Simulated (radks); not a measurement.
Results of a calculation; reference values are marked as such.
Problem. Species: Cd. Configuration: [Kr] 4d9 5s1 5p2 (not the ground configuration). Code: a radial shooting solver on a logarithmic mesh with Libxc functionals. Model: Dirac Kohn-Sham, BLYP, spin-unpolarised, spherical densities, point nucleus; open shells are shared between the two j in proportion to 2j + 1.

Spin-orbit splittings of the eigenvalues, e(l+1/2) - e(l-1/2), with zeta = 2 splitting/(2l+1) and mean radii in bohr:

| shell | occ. | splitting (eV) | zeta (eV) | <r> j=l-1/2 | <r> j=l+1/2 |
|---|---|---|---|---|---|
| 2p | 6 | 192.6 | 128.4 | 0.1112 | 0.1164 |
| 3p | 6 | 34.39 | 22.92 | 0.3495 | 0.3605 |
| 3d | 10 | ? | ? | 0.3327 | 0.3362 |
| 4p | 6 | 5.930 | 3.954 | 0.9329 | 0.9631 |
| 4d | 9 | 0.7515 | 0.3006 | 1.221 | 1.238 |
| 5p | 2 | 0.3233 | 0.2155 | 3.495 | 3.656 |

Estimate the 3d splitting.

Solution. 6.989 eV (zeta = 2.796 eV).
